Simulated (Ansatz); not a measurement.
Ansatz (a first-principles code) input (B3LYP-D3(BJ)/def2-TZVP):

Ansatz 0.2 input:
```yaml
crystal:
  periodic: [false, false, false]
  atoms:
    - {symbol: B, position_ang: [0.05914261, -0.07476879, -0.58251020]}
    - {symbol: F, position_ang: [-0.04496842, 0.05669507, 0.60354099]}
basis:
  gaussian:
    orbitals: def2-TZVP
hamiltonian:
  xc: b3lyp
  dispersion: d3bj
total_charge: 1
magnetization: {spin_polarized: true, initial_magnetization: 1}
relax: {f_tol: 0.002, max_steps: 150}
```

End of the output:

```
mean field: 0.13 GiB planned
mean field -3382.81619401 eV, -124.3162021747 hartree, gradient 2.0e-5 eV, S^2 0.752119; 0 other end points of the search recorded, 0 dependent functions left out
the calculation of the forces begins
reference -3382.81633287 eV, -124.3162072776 hartree; 7, 6 occupied and 55, 56 virtual orbitals, 325 factors
relax step   5: F+E_penalty+E_count = -3382.83245038 eV  Δ(F+E_penalty+E_count) = -5.072e-7 eV  max|allowed force component| = 1.443e-7 eV/Å  Δτ_max = 0.0001 Å  (19 SCF iters, accepted)
integrals: 0.01 GiB planned
325 factors; their error is unknown
mean field: 0.13 GiB planned
mean field -3382.81619401 eV, -124.3162021747 hartree, gradient 2.5e-5 eV, S^2 0.752119; 1 other end points of the search recorded, 0 dependent functions left out
the calculation of the forces begins
reference -3382.81633287 eV, -124.3162072776 hartree; 7, 6 occupied and 55, 56 virtual orbitals, 325 factors
Total energy: -3382.83258924 eV, -124.3168046881 hartree
Atom 0 at     0.059883    -0.075703    -0.590942 Å, force    -0.000000     0.000000     0.000000 eV/Å
Atom 1 at    -0.045709     0.057630     0.611973 Å, force     0.000000    -0.000000    -0.000000 eV/Å
Dipole moment:     0.062873    -0.079391    -0.716260 e Å
```
